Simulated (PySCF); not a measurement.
The same groups moved round the core (styrene methoxy). Isolated molecules, 0 K electronic values unless said otherwise. One relaxed conformer stands for each flexible species; it need not be the lowest. Strings in code marks are SMILES.

The HOMO from two functionals at the same geometries (B3LYP-D3(BJ)/def2-SVP), both in PySCF: PBE-D3(BJ)/def2-TZVP and B3LYP-D3(BJ)/def2-TZVP. B3LYP has the VWN-RPA correlation part, as in Gaussian. 

| species | PBE-D3(BJ)/def2-TZVP (eV) |
|---|---|
| `C=C(OC)c1ccccc1` (C–C–O–C torsion 2°, O–C–C–C torsion 19°) | -5.30 |
| `c1cc(ccc1C=C)OC` (C–C–C–C torsion -1°, C–C–O–C torsion -180°) | -5.09 |
| `C=Cc1cccc(OC)c1` (C–C–C–C torsion 0°, C–C–O–C torsion 0°) | -5.33 |
| `O(C)c1c(C=C)cccc1` (C–C–C–C torsion 10°, C–C–O–C torsion -179°) | -5.19 |

### Question
What does B3LYP-D3(BJ)/def2-TZVP give for each?

### Answer

- `C=C(OC)c1ccccc1` (C–C–O–C torsion 2°, O–C–C–C torsion 19°): -6.12
- `c1cc(ccc1C=C)OC` (C–C–C–C torsion -1°, C–C–O–C torsion -180°): -5.82
- `C=Cc1cccc(OC)c1` (C–C–C–C torsion 0°, C–C–O–C torsion 0°): -6.12
- `O(C)c1c(C=C)cccc1` (C–C–C–C torsion 10°, C–C–O–C torsion -179°): -5.94
Over these rows, drawn at random from the members with no instability flagged (it was tested for open shells, ions and some series alone), PBE minus B3LYP-D3(BJ): mean +0.77 eV, from +0.73 eV to +0.82 eV.
